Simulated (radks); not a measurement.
Excited configurations of the thallium ion Tl+: one electron is placed in a higher orbital outside [Xe] 4f14 5d10 6s1. The ground configuration is [Hg]. Method: Dirac Kohn-Sham, PBE, spin-unpolarised, spherical densities, finite nucleus; open shells are shared between the two j in proportion to 2j + 1; Fermi nuclear charge, rms radius 5.4759 fm; computed with a radial shooting solver on a logarithmic mesh with Libxc functionals. Excitation = E - E(ground); binding = E(ion) - E, where the ion is the core of charge +2; n* = 2/sqrt(2 binding) in atomic units, and the quantum defect is n - n*. Eigenvalue and <r> are those of j = l + 1/2.

outer orbital  excitation (eV)  binding (eV)     n*  quantum defect  eigenvalue (eV)  <r> (bohr)
5f                      17.210         3.565  3.907           1.093           -2.493       8.415
6p                       8.138        12.637  2.075           3.925           -8.705       3.288
6d                      14.852         5.923  3.031           2.969           -4.154       5.675
6f                      18.335         2.440  4.723           1.277           -1.819       14.21
7s                      13.348         7.427  2.707           4.293           -5.816       5.743
7p                      15.184         5.591  3.120           3.880           -4.232       7.302
7d                      17.251         3.524  3.930           3.070           -2.680       10.71
7f                      19.029         1.746  5.583           1.417           -1.360       21.41

The Delta-SCF ionisation energy is 20.775 eV (NIST Atomic Spectra Database: 20.428 eV, measured). Self-interaction in the functional shifts the binding energies and quantum defects, so they are the method's values and not measured ones. Spin polarisation and multiplet splitting are left out, so open shells lie too high by an amount that depends on their filling.

Beside tabulated values, note that spin-unpolarised runs miss the spin-polarisation part of the exchange energy of open shells.
